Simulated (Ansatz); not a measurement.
Basis-set extrapolation for `C[CH]1[AlH][AlH]1` (PBE0-D4/def2-TZVP geometry, frozen core, Ansatz 0.2.0). Multiplicity 1, RHF reference.

```tsv
	def2-TZVPP	def2-QZVPP
HF	-563.022710	-563.039902
MP2 correlation	-0.502047	-0.534491
CCSD(T) correlation	-0.570293	not run
```

Energies in hartree. Use E(X) = E(∞) + A·exp(−7.88·√X) for Hartree–Fock and E(X) = E(∞) + B·X^(−2.97) for correlation, with X = 3 and 4, and add CCSD(T) minus MP2 of the smaller set to the MP2 limit.

Q: What is the CCSD(T) energy at the basis-set limit?

A: HF limit: -563.039902 + (-0.017192) × 0.13774 = -563.04227. MP2 limit: -0.534491 + (-0.032444) × 0.74074 = -0.55852. Higher-order term: -0.570293 − (-0.502047) = -0.06825. Total: -563.66904 hartree, 199.6 kJ/mol below CCSD(T)/def2-TZVPP.
